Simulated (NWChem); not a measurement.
bromine monochloride (BrCl); SMILES ClBr

Results from NWChem. This build's default masses of Se (78.918 u) and Br (79.917 u) are each other's, which moves their modes by up to 0.6 %. Each level has its own optimisation; frequencies are unscaled.

For level Hartree-Fock/3-21G:

```
Property                           Value
---------------------------------  -----
r Br–Cl (Å)                        2.317
highest harmonic frequency (cm⁻¹)    420
dipole (D)                          1.33
```

Problem. What are these values for level BLYP/def2-SVP?

Solution. The r Br–Cl (Å) is 2.227 and the highest harmonic frequency (cm⁻¹) comes out as 382. The dipole (D) comes out as 0.51.
